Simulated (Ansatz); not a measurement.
Ansatz (an electronic-structure program) input:

Ansatz 0.2 input:
```yaml
crystal:
  periodic: [false, false, false]
  atoms:
    - {symbol: Cu, position_ang: [-0.00000000, -0.00000000, -0.40395224]}
    - {symbol: F, position_ang: [0.00000000, 0.00000000, 1.30162387]}
basis:
  gaussian:
    orbitals: def2-SVPD
total_charge: 1
magnetization: {spin_polarized: true, initial_magnetization: 1}
correlation: {method: ccsd_t, electrons: outside_noble_gas}
output: {forces: true}
```

Question: What final total energy does it print?

Answer: -1738.19619 Eh (CCSD(T)/def2-SVPD). The basis has 57 functions.

The spin state was set by rule; other spins were not relaxed.
